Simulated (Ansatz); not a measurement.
Z-matrix (Å, degrees):
```
Al
O 1 1.857
Al 1 2.814 2 40.7
O 1 1.857 2 81.5 3 0.0
H 1 1.585 2 109.0 3 -112.3
H 1 1.585 2 113.8 3 107.1
H 2 0.957 1 122.7 3 138.2
H 3 1.585 1 118.8 2 93.9
H 3 1.585 1 118.8 2 -86.1
H 4 0.957 1 122.7 2 138.1
```

Total charge 0; spin multiplicity 1.

Problem. List the PBE0/def2-TZVPP orbital energies in eV (the Gaussian-basis code of Ansatz). (Best estimate.)

Solution. The calculation gave: Occupied: -1527.65, -1527.65, -523.78, -523.78, -113.48, -113.47, -73.54, -73.54, -73.48, -73.47, -73.39, -73.39, -29.32, -28.68, -16.80, -14.63, -13.52, -12.15, -11.20, -10.97, -10.12, -9.26, -8.14, -7.84. Lowest empty: -0.56, 0.24, 0.69, 1.25, 1.59, 2.03, 2.70, 2.81.
